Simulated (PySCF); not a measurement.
**Radial density of Hg (mercury, neutral)**

UHF, [Xe] 4f14 5d10 6s1 6p1, high-spin 3P determinant (an excited configuration). Calculation: PySCF 2.14, in x2c-TZVPPall with one added diffuse shell each of s, p, d, f type (12s8p8d4f1g, 113 functions); the spin-free X2C one-electron Hamiltonian (Gaussian nucleus).

| r (bohr) | 4πr²ρ (e/bohr) | 4πr²(ρα − ρβ) |
| --- | --- | --- |
| 0.0131 | 111.0 | 0.0027 |
| 0.0220 | 97.84 | 0.0018 |
| 0.0370 | 132.3 | 0.0092 |
| 0.0622 | 141.9 | -0.0047 |
| 0.105 | 121.2 | -0.0062 |
| 0.176 | 123.2 | 0.0068 |
| 0.296 | 81.63 | 0.0148 |
| 0.498 | 65.89 | 0.0045 |
| 0.837 | 23.84 | -0.0037 |
| 1.41 | 11.33 | 0.0566 |
| 2.37 | 2.273 | 0.7204 |
| 3.98 | 0.4788 | 0.4184 |
| 6.70 | 0.05777 | 0.0577 |
| 11.3 | 0.0009386 | 0.0009 |

Densities and radii are taken from the X2C orbitals without a picture-change correction, which distorts them close to the nucleus.

Spin-orbit coupling, absent here, splits the open shell strongly.

Question: Where is the radial spin density 4πr²(ρα − ρβ) most negative, and why is it negative at all?

Answer: Around r = 0.105 bohr, down to -0.0062 e/bohr: exchange with the open shell polarises the paired shells in an unrestricted calculation.
